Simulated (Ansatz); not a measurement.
Method: PBE0-D3(BJ)/def2-TZVP in Ansatz (a quantum-chemistry and plane-wave program). No frequencies were computed at this level.

Ansatz 0.2 input:
```yaml
crystal:
  periodic: [false, false, false]
  atoms:
    - { symbol: C, position_ang: [1.717264, -0.054151, 0.617447] }
    - { symbol: C, position_ang: [0.531294, -0.218432, 0.512036] }
    - { symbol: C, position_ang: [-0.874684, -0.333454, 0.337055] }
    - { symbol: N, position_ang: [-1.631755, 0.471818, -0.26632] }
    - { symbol: H, position_ang: [2.754979, 0.065508, 0.725076] }
    - { symbol: H, position_ang: [-1.333803, -1.21711, 0.775574] }
    - { symbol: H, position_ang: [-1.16329, 1.285823, -0.663858] }
basis:
  gaussian: { orbitals: def2-tzvp }
hamiltonian:
  xc: pbe0
  dispersion: d3bj
relax:
  max_steps: 150
```

Output:

```
Functional definition: PBE0
827 factors; their error is unknown
mean field evaluation 1: about -4637.0631 eV, gradient 5.3e1 eV
mean field evaluation 2: about -4635.3662 eV, gradient 5.9e1 eV
mean field evaluation 4: about -4643.0569 eV, gradient 2.9e0 eV
mean field evaluation 8: about -4643.0793 eV, gradient 4.6e-1 eV
mean field evaluation 16: about -4643.0795 eV, gradient 3.7e-5 eV
mean field -4643.07954603 eV, -170.6300261242 hartree, gradient 3.7e-5 eV, S^2 0.000000; 0 other end points of the search recorded, 0 dependent functions left out
reference -4643.07957052 eV, -170.6300270242 hartree; 14, 14 occupied and 128, 128 virtual orbitals, 827 factors
relax step   1: F+E_penalty+E_count = -4643.17575903 eV  Δ(F+E_penalty+E_count) = +0.000e0 eV  max|allowed force component| = 6.993e-1 eV/Å  Δτ_max = 0.0000 Å  (28 SCF iters, accepted)
these checks for a lower state are left out or cut short: starts, cluster_reference, orbital_swaps, neighbouring_geometries, increment
827 factors; their error is unknown
mean field -4643.09847291 eV, -170.6307216743 hartree, gradient 1.4e-5 eV, S^2 0.000000; 0 other end points of the search recorded, 0 dependent functions left out
reference -4643.09849739 eV, -170.6307225740 hartree; 14, 14 occupied and 128, 128 virtual orbitals, 827 factors
relax step   2: F+E_penalty+E_count = -4643.19463141 eV  Δ(F+E_penalty+E_count) = -1.887e-2 eV  max|allowed force component| = 3.607e-1 eV/Å  Δτ_max = 0.0206 Å  (34 SCF iters, accepted)
these checks for a lower state are left out or cut short: starts, cluster_reference, orbital_swaps, neighbouring_geometries, increment
827 factors; their error is unknown
mean field -4643.10480267 eV, -170.6309542888 hartree, gradient 1.4e-5 eV, S^2 0.000000; 0 other end points of the search recorded, 0 dependent functions left out
reference -4643.10482708 eV, -170.6309551855 hartree; 14, 14 occupied and 128, 128 virtual orbitals, 827 factors
relax step   3: F+E_penalty+E_count = -4643.20106062 eV  Δ(F+E_penalty+E_count) = -6.429e-3 eV  max|allowed force component| = 1.616e-1 eV/Å  Δτ_max = 0.0387 Å  (33 SCF iters, accepted)
these checks for a lower state are left out or cut short: starts, cluster_reference, orbital_swaps, neighbouring_geometries, increment
827 factors; their error is unknown
mean field evaluation 32: about -4643.0977 eV, gradient 5.9e-3 eV
mean field -4643.10162463 eV, -170.6308374978 hartree, gradient 1.5e-5 eV, S^2 0.000000; 0 other end points of the search recorded, 0 dependent functions left out
reference -4643.10164907 eV, -170.6308383960 hartree; 14, 14 occupied and 128, 128 virtual orbitals, 827 factors
relax step   4: F+E_penalty+E_count = -4643.19771279 eV  Δ(F+E_penalty+E_count) = +3.348e-3 eV  max|allowed force component| = 9.201e-1 eV/Å  Δτ_max = 0.0141 Å  (34 SCF iters, rejected (line search))
these checks for a lower state are left out or cut short: starts, cluster_reference, orbital_swaps, neighbouring_geometries, increment
827 factors; their error is unknown
mean field -4643.10682042 eV, -170.6310284395 hartree, gradient 1.4e-5 eV, S^2 0.000000; 0 other end points of the search recorded, 0 dependent functions left out
reference -4643.10684482 eV, -170.6310293362 hartree; 14, 14 occupied and 128, 128 virtual orbitals, 827 factors
relax step   5: F+E_penalty+E_count = -4643.20308400 eV  Δ(F+E_penalty+E_count) = -2.023e-3 eV  max|allowed force component| = 7.530e-2 eV/Å  Δτ_max = 0.0069 Å  (34 SCF iters, accepted)
these checks for a lower state are left out or cut short: starts, cluster_reference, orbital_swaps, neighbouring_geometries, increment
827 factors; their error is unknown
mean field -4643.10862721 eV, -170.6310948379 hartree, gradient 1.4e-5 eV, S^2 0.000000; 0 other end points of the search recorded, 0 dependent functions left out
reference -4643.10865159 eV, -170.6310957340 hartree; 14, 14 occupied and 128, 128 virtual orbitals, 827 factors
relax step   6: F+E_penalty+E_count = -4643.20485636 eV  Δ(F+E_penalty+E_count) = -1.772e-3 eV  max|allowed force component| = 1.330e-1 eV/Å  Δτ_max = 0.0129 Å  (33 SCF iters, accepted)
these checks for a lower state are left out or cut short: starts, cluster_reference, orbital_swaps, neighbouring_geometries, increment
827 factors; their error is unknown
mean field -4643.10895957 eV, -170.6311070517 hartree, gradient 1.4e-5 eV, S^2 0.000000; 0 other end points of the search recorded, 0 dependent functions left out
reference -4643.10898395 eV, -170.6311079477 hartree; 14, 14 occupied and 128, 128 virtual orbitals, 827 factors
relax step   7: F+E_penalty+E_count = -4643.20511251 eV  Δ(F+E_penalty+E_count) = -2.561e-4 eV  max|allowed force component| = 6.904e-2 eV/Å  Δτ_max = 0.0143 Å  (34 SCF iters, accepted)
these checks for a lower state are left out or cut short: starts, cluster_reference, orbital_swaps, neighbouring_geometries, increment
827 factors; their error is unknown
mean field evaluation 64: about -4643.1091 eV, gradient 1.4e-5 eV
mean field -4643.10906593 eV, -170.6311109606 hartree, gradient 1.4e-5 eV, S^2 0.000000; 0 other end points of the search recorded, 0 dependent functions left out
reference -4643.10909031 eV, -170.6311118564 hartree; 14, 14 occupied and 128, 128 virtual orbitals, 827 factors
relax step   8: F+E_penalty+E_count = -4643.20522661 eV  Δ(F+E_penalty+E_count) = -1.141e-4 eV  max|allowed force component| = 2.000e-2 eV/Å  Δτ_max = 0.0017 Å  (35 SCF iters, accepted)
these checks for a lower state are left out or cut short: starts, cluster_reference, orbital_swaps, neighbouring_geometries, increment
827 factors; their error is unknown
mean field -4643.10908185 eV, -170.6311115456 hartree, gradient 1.4e-5 eV, S^2 0.000000; 0 other end points of the search recorded, 0 dependent functions left out
reference -4643.10910623 eV, -170.6311124416 hartree; 14, 14 occupied and 128, 128 virtual orbitals, 827 factors
relax step   9: F+E_penalty+E_count = -4643.20524258 eV  Δ(F+E_penalty+E_count) = -1.597e-5 eV  max|allowed force component| = 6.695e-3 eV/Å  Δτ_max = 0.0011 Å  (35 SCF iters, accepted)
827 factors; their error is unknown
mean field -4643.10908185 eV, -170.6311115456 hartree, gradient 1.4e-5 eV, S^2 0.000000; 1 other end points of the search recorded, 0 dependent functions left out
reference -4643.10910623 eV, -170.6311124416 hartree; 14, 14 occupied and 128, 128 virtual orbitals, 827 factors
Total energy: -4643.20526697 eV, -170.6346462834 hartree
Atom 0 at     1.715114    -0.058844     0.620065 Å, force    -0.001230    -0.000262    -0.000178 eV/Å
Atom 1 at     0.526323    -0.177694     0.485663 Å, force     0.001575    -0.000126     0.000314 eV/Å
Atom 2 at    -0.887424    -0.329665     0.332071 Å, force     0.003197     0.006695    -0.002959 eV/Å
Atom 3 at    -1.662983     0.472633    -0.271966 Å, force    -0.001980    -0.002475     0.001175 eV/Å
Atom 4 at     2.767909     0.053599     0.734825 Å, force    -0.000464     0.000077    -0.000055 eV/Å
Atom 5 at    -1.321741    -1.224104     0.782501 Å, force    -0.002756    -0.005028     0.002235 eV/Å
Atom 6 at    -1.137194     1.264078    -0.646149 Å, force     0.001658     0.001118    -0.000533 eV/Å
Dipole moment:     0.461350    -0.013385     0.087083 e Å
```

Cost: very roughly 20 core-seconds.
